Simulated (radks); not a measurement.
Results of a calculation; reference values are marked as such.
Q: The chlorine ion Cl5+, 12 electrons, occupied as [Ne] 3s2. Code: a radial shooting solver on a logarithmic mesh with Libxc functionals. Model: scalar-relativistic Kohn-Sham, r2SCAN, spin-polarised, spherical densities, finite nucleus; meta-GGA in the generalised Kohn-Sham scheme; Fermi nuclear charge, rms radius 3.3654 fm. Some entries of the table are withheld. Estimate them.

orbital  occ.  eigenvalue (hartree)  <r> (bohr)
1s          2             -104.8929     0.09095
2s          2                   (1)      0.4401
2p          6                   (2)      0.4028
3s          2              -3.29517         (3)

A: 
(1) 2s eigenvalue (hartree): -12.57715
(2) 2p eigenvalue (hartree): -10.26635
(3) 3s <r> (bohr): 1.317
